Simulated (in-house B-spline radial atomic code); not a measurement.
LDA exchange-only excitations of Fe⁸⁺

Method: LDA exchange-only. Computed with a B-spline radial code for spherical atoms: linear response of the closed shell [Ne] 3s2 3p6 with the functional's adiabatic kernel; scalar-relativistic (spin-free one-electron X2C), finite nucleus, no spin-orbit coupling, no double excitations, S, P, D and F terms only. Only terms of natural parity with L up to 3 were computed.

Command:
```bash
python run_td.py task.json out
```
Settings (radii: box in bohr, nucleus in fm):
```
Z                        26
electrons                18
configuration            [Ne] 3s2 3p6
hamiltonian              x2c
method                   lda,
box_radius               11.59
rms_radius               3.7377
intervals                70
```

Run time, properties included: 0.6 s on 1 thread of Arm Neoverse N1 (shared host).

The lowest states, in the order of their Tamm-Dancoff energies; the method's threshold (minus the highest occupied level) is 218.14 eV. Labels give the largest channel, * marks a mixed state, and oscillator strengths are full-response dipole values. Semilocal kernels can invert the small singlet-triplet splittings of Rydberg terms. Energies in eV:

```csv
state,full response,Tamm-Dancoff,oscillator strength
3p → 3d 3P,50.67,50.84,-
3p → 3d 3F,52.11,52.22,-
3p → 3d 1F,56.58,56.63,-
3p → 3d 1P,72.13,75.26,2.91
3s → 3d 3D,87.92,87.98,-
3s → 3d 1D,93.47,93.62,-
3p → 4s 3P,114.07,114.09,-
3p → 4s 1P,115.30,115.35,0.291
3p → 4p 3S,124.38,124.41,-
3p → 4p 3D,125.64,125.65,-
3p → 4p 1D,?,?,-
3p → 4p 1S,131.12,131.43,-
3p → 4d 3P,142.69,142.71,-
3p → 4d 3F,143.08,143.09,-
3p → 4d 1F,143.56,143.56,-
3p → 4d 1P,?,?,?
```

Q: Where does 3p → 4p 1D lie?

A: At 126.49 eV in full response, 126.50 eV in Tamm-Dancoff.

Q: Where does 3p → 4d 1P lie?

A: At 144.33 eV in full response, 144.40 eV in Tamm-Dancoff, oscillator strength 0.475.

Q: How large is the singlet-triplet splitting of 3p → 3d (F terms) in Tamm-Dancoff?

A: 4.41 eV, from the unrounded values.

Q: What polarisabilities and dispersion coefficient does the method give?

A: Dipole 0.496 bohr³, quadrupole 0.3114 bohr⁵, C6 0.5721 hartree·bohr⁶ for two such species.
